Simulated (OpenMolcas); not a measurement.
**As+: effect of the active space**

```json
{
 "Program": "OpenMolcas 26.06",
 "Method": "SS-CASPT2 or its RAS form, IPEA 0.25 Eh, imaginary shift 0.1 Eh",
 "Basis": "ANO-R3",
 "Scalar Hamiltonian": "X2C, finite nucleus",
 "Spin-orbit coupling": "RASSI with atomic mean-field integrals over the reference wave functions, term energies averaged over their components"
}
```

A. 2 electrons in 3 orbitals (4p); 2S+1 = 3 even, 3 roots; 2S+1 = 1 even, 6 roots; closed shells correlated: 3d 4s; CASPT2 step about 2.2 core-seconds
B. 4 electrons in 4 orbitals (4s 4p); 2S+1 = 3 even, 3 roots; 2S+1 = 1 even, 6 roots; 2S+1 = 5 odd, 1 root; 2S+1 = 3 odd, 9 roots; 2S+1 = 1 odd, 8 roots; closed shells correlated: 3d; CASPT2 step about 8 core-seconds
C. 2 electrons in 9 orbitals (RAS2 4p; RAS3 4d 5s, at most 1 electron); 2S+1 = 3 even, 3 roots; 2S+1 = 1 even, 6 roots; 2S+1 = 3 odd, 18 roots; 2S+1 = 1 odd, 18 roots; closed shells correlated: 3d 4s; CASPT2 step roughly 50 core-seconds

Energies in cm⁻¹ above 4s² 4p² ³P₀, the measured ground level; measured values from NIST Handbook of Basic Atomic Spectroscopic Data.

| Level | A | B | C | Measured |
| --- | --- | --- | --- | --- |
| 4s² 4p² ³P₀ | 0.0 | 0.0 | 0.0 | 0.0 |
| 4s² 4p² ³P₁ | 941 | 940 | 912 | 1063 |
| 4s² 4p² ³P₂ | 2290 | 2260 | 2260 | 2541 |
| 4s² 4p² ¹D₂ | 10060 | 9690 | 10120 | 10096 |
| 4s² 4p² ¹S₀ | 22570 | 22050 | 26470 | 22599 |

Deviations, from unrounded energies. A percentage is the sum of absolute deviations over the sum of measured energies, with the sign that they share, or ± where signs differ.

```
                        Against measurement  Levels      A      B      C
             mean absolute deviation (cm-1)       4    110    340   1100
      fine structure of the ground term (%)       2  -10.4  -11.1  -11.9
other terms of the ground configuration (%)       2   -0.2   -2.9  +11.9
```

A lies closest to measurement on these levels and C furthest from it. The largest miss of A in the table is 4s² 4p² ³P₂, by -250 cm-1. The ranking rests on the paired levels alone, and a cruder setting can come out closer through cancelling errors.

Among A to C the level of the table that moves most is 4s² 4p² ¹S₀, by 4400 cm-1 (lowest in B, highest in C). Moves below CASPT2's spread within the term are not significant.

CASPT2 does not keep the components of a term degenerate, so their means are used; among the terms shown or strongly mixed into the levels shown the widest spread is 98 cm-1 (4s² 4p² ¹D, A). Over all roots computed the reference weight is 0.85 to 0.96 in B, 0.85 to 0.94 in C; the roots of lowest weight are the least certain, and an intruder state may touch them. With the s shell closed, the reference lacks s² → p² mixing (holds for A; C). Some terms miss by over 15 % even with CASPT2, which points to a basis or an active space too small for the shells correlated (holds for C). Measured partners are found by configuration, term and J. A level has none where our copy of the source lacks it or the pairing is in doubt (some pairs that miss far off the trend of their configuration count as doubtful), and it then counts in no deviation. Where the source uses jj or jK labels, the order within each J decides. Only configurations of the active space appear. The table leaves out levels that lie high or whose names do not pair safely across all columns.
